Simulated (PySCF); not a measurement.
## [CdCl4]2-: 2 charge schemes on one density

[CdCl4]2- (charge -2 and singlet state).
Cartesian coordinates in Å at the PBE0-D3(BJ)/def2-SVP level; atoms count from 1:
```xyz
5
CdCl4 angstrom
Cd     0.009    0.011    0.014
Cl    -0.297   -0.161    2.511
Cl     2.461    0.010   -0.578
Cl    -1.066    2.108   -0.886
Cl    -1.107   -1.969   -1.061
```

Density: PBE0/pcSseg-1 (def2-TZVP on Cd) (PySCF); schemes: Mulliken and ESP-fitted. Whether so highly charged an anion holds all its electrons in the gas phase wasn't checked; a finite basis holds them in any case. No counter-ion or solvent screens the charge of this multiply charged ion. Atoms past krypton carry effective core potentials; spin–orbit coupling is left out. The pcSseg-1 basis has no diffuse functions, a weakness for an anion. The HOMO energy is positive at this level (+0.21 eV), so the outermost electrons may be held by the finite basis alone.

Which atoms carry the highest charge in the Mulliken and ESP-fitted schemes?

All schemes agree: Mulliken Cd1 (+0.763); ESP-fitted Cd1 (+0.781).

For which atoms does the sign change between the 2 schemes (beyond +0.03 e in one, beyond −0.03 e in another)?

For none.

Do the Mulliken and ESP-fitted schemes agree on where the charge is lowest?

All schemes pick atoms of one kind: Mulliken Cl2, Cl3 and Cl4 (-0.691); ESP-fitted Cl2 and Cl3 (-0.696).

Give the atomic charges in each scheme.

In e:

```csv
atom,environment,Mulliken,ESP-fitted
Cd1,cadmium bonded to 4 Cl,+0.763,+0.781
Cl2,chlorine bonded to Cd,-0.691,-0.696
Cl3,chlorine bonded to Cd,-0.691,-0.696
Cl4,chlorine bonded to Cd,-0.691,-0.695
Cl5,chlorine bonded to Cd,-0.690,-0.693
```

Mean size of the charges over all atoms: ESP-fitted 0.712 e, Mulliken 0.705 e. Each set sums to the total charge, -2, to within 0.001 e. The Mulliken scheme gives each basis function's population to the atom it is centred on and halves the overlap population of two atoms between them. The ESP scheme is a least-squares fit of atom-centred charges to the potential on four shells outside the van der Waals surface, with the total charge fixed.

Sum the charges by element, for elements with more than one atom.

| element | atoms | Mulliken | ESP-fitted |
| --- | --- | --- | --- |
| Cl | 4 | -2.763 | -2.781 |

How many electrons does the Mulliken scheme count on Cl2?

Z − q = 17 − (-0.691) = 17.691.
